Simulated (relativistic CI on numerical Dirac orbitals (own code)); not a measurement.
Spin-allowed bands of a d2 ion in an octahedral site, by hand

Problem. Take Δ = 23900 cm⁻¹ and B = 620 cm⁻¹ for a d2 ion in an octahedral site. Calculate the three spin-allowed bands.

Working.
1. The terms of highest spin are 3F (energy 0) and 3P (15B = 9300 cm⁻¹). Here the F term splits into A2 at +1.2Δ = 28680, T2 at +0.2Δ = 4780 and T1 at −0.6Δ = -14340 cm⁻¹.
2. The two T1 states mix through the element 0.4Δ: H = [[-14340, 9560], [9560, 9300]], with roots ½(H₁₁ + H₂₂) ∓ ½√[(H₂₂ − H₁₁)² + 4H₁₂²] = ½(-5040) ∓ ½(30404) = -17722 and 12682 cm⁻¹.
3. The ground term is 3T1 at -17722 cm⁻¹.
4. Bands: 3T2 22502 cm⁻¹ (444 nm), 3T1(P) 30404 cm⁻¹ (329 nm), 3A2 46402 cm⁻¹ (216 nm).

Check. Exact diagonalisation of the whole d2 shell with these parameters gives 3T2 22502, 3T1 30404, 3A2 46402 cm⁻¹. The match is exact, since without spin-orbit coupling no other term has this spin. The ratio of the second band to the first, 1.351, depends on Δ/B = 38.5 alone, which is how a Tanabe-Sugano diagram is read.
